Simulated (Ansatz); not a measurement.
Correlation energies of C5H8O3Zr, SMILES `[OH][Zr]1234([OH])([OH])[C@H]5[C@@H]1[C@@H]2[C@@H]3[C@H]54` by basis set

```xyz
17

O    -0.5750   -1.1289    2.2146
Zr   -0.5691   -0.8457    0.2904
O    -2.4393   -0.7093   -0.2259
O     0.0602   -2.5166   -0.4770
C     0.5016    1.4085    0.7692
C     1.5458    0.5510    0.3555
C     1.3343    0.2331   -1.0016
C     0.1540    0.8780   -1.4230
C    -0.3569    1.6099   -0.3274
H    -0.3049   -0.8591    3.0869
H    -3.1444   -0.2191   -0.6372
H     0.6610   -3.0158   -1.0212
H     0.3722    1.8183    1.7599
H     2.3565    0.1934    0.9737
H     1.9532   -0.4137   -1.6049
H    -0.2890    0.8146   -2.4063
H    -1.2604    2.2015   -0.3257
```

The species carries charge 0 and has multiplicity 1. Correlated methods include outer-core shells of Zr, which these sets cover unevenly. Zr takes the def2 core potential. Geometry: relaxed with PBE0-D4/def2-TZVP. It is one conformer, not always the lowest. Frozen core, restricted reference, Ansatz 0.2.0.

```csv
basis,HF (Eh),MP2 corr.
def2-SVP,-465.00142,-1.49951
def2-TZVPP,-465.51178,-1.90787
def2-QZVPP,-465.53462,-2.06744
```

Estimate the CCSD correlation energy and the (T) correction in each basis where they were run (hartree).


```csv
basis,CCSD corr.,(T)
def2-SVP,-1.52836,-0.05702
def2-TZVPP,-1.91175,-0.09096
```
